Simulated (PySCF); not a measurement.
Species: C5H3F2S (charge +1).
SMILES: `FC1=C[S+]=CC(F)=C1`

Structure optimised with GFN2-xTB, isolated species.

Take the most abundant isotopes and a rigid rotor. 

(1) What are A, B and C (cm⁻¹)?

(2) What kind of rotor is it?

(3) What does the inertial defect say?

(4) Where do the levels up to J = 2 lie, in cm⁻¹?

(5) Estimate the classical rotational partition function at 25 K, 100 K and 500 K.

Results:

(1) Ia = 222.50, Ib = 292.70, Ic = 515.19 u·Å²; 505379 MHz·u·Å²/I gives 2271, 1727 and 980.9 MHz, that is A = 0.07577, B = 0.05759, C = 0.03272 cm⁻¹.

(2) An asymmetric top; Ray's κ = 0.156.

(3) Planar: Δ = Ic − Ia − Ib = 0.00 u·Å². For a rigid frame Δ = −2 Σ m c², so it vanishes when all atoms lie in the ab plane; here none is more than 0.01 Å from it.

(4) Above 0(0,0):
J = 1: 1(0,1) 0.0903, 1(1,1) 0.1085, 1(1,0) 0.1334
J = 2: 2(0,2) 0.2573, 2(1,2) 0.2642, 2(1,1) 0.3389, 2(2,1) 0.3934, 2(2,0) 0.4070

(5) Point group C2v, symmetry number σ = 2; q = (√π/σ)·√((kT/h)³/(ABC)), k/h = 20836.6 MHz/K: 5370 at 25 K, 43000 at 100 K, 480000 at 500 K.

No frequency check. Constants of a rigid frame at the computed geometry: no zero-point averaging, no centrifugal distortion.
